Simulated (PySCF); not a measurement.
Zn(Br)(SH) (BrHSZn), SMILES [Zn]([SH])[Br].

The structure is a stationary point at PBE0-D3(BJ)/def2-SVP. Other conformers were not sampled.

All values below come from PBE/def2-TZVPD run with PySCF.

Gas-phase values at a fixed geometry.

The total energy is -4751.62944 hartree and the point group is Cs. The highest occupied level comes out as -6.52 eV. The lowest empty level comes out as -2.35 eV and the orbital gap is 4.18 eV. The dipole moment comes out as 0.94 D and the quadrupole, principal values (traceless, Buckingham form, about the centre of nuclear charge) is -7.12, 0.25, 6.87 D·Å. The mean static polarisability is 73.6 bohr³ (10.90 Å³) and the polarisability, principal values is 56.5, 57.3, 106.8 bohr³.
